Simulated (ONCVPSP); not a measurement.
iron (Fe): excitation energies, all-electron against ONCV

* Element: iron
* Generator: ONCVPSP 4.0.1
* Type: optimised norm-conserving Vanderbilt (ONCV)
* Functional: PBEsol
* Relativity: scalar-relativistic
* Frozen core: [Ne]
* Valence charge: 16
* Reference configuration: 3s2 3p6 3d6 4s2
* Partial waves: 3s+4s: rc 1.30 bohr, ncon 4, nbas 9, qcut 9.3 1/bohr, 2 projectors; 3p: rc 1.20 bohr, ncon 4, nbas 7, qcut 10.9 1/bohr, 2 projectors, debl 2 Ha; 3d: rc 1.80 bohr, ncon 4, nbas 9, qcut 8.7 1/bohr, 2 projectors, debl 1.4 Ha
* Local potential: polynomial inside 0.90 bohr (lpopt 5, dvloc0 0 Ha)
* Core correction: Teter function, fcfact 4.25, rcfact 1.2

In the p channel the program set the typed energies aside and used -2.202, 0.250 Ha.

Energies are relative to the spin-unpolarised reference configuration 3s2 3p6 3d6 4s2; without spin polarisation the order of configurations can differ from experiment.

```json
{"valence configuration": "3s2 3p6 3d6 4s1", "charge": "+1", "ΔE all-electron (eV)": "8.745", "error AE − PS (meV)": "+1.7"}
{"valence configuration": "3s2 3p6 3d6 4s0", "charge": "+2", "ΔE all-electron (eV)": "24.862", "error AE − PS (meV)": "+9.9"}
{"valence configuration": "3s2 3p6 3d5 4s0", "charge": "+3", "ΔE all-electron (eV)": "59.049", "error AE − PS (meV)": "+64"}
```

Task: What are ΔE and the potential's error for 3s2 3p6 3d6 4s1 4p1?

Result: ΔE = 4.135 eV all-electron; the error (AE − PS) is +0.4 meV.
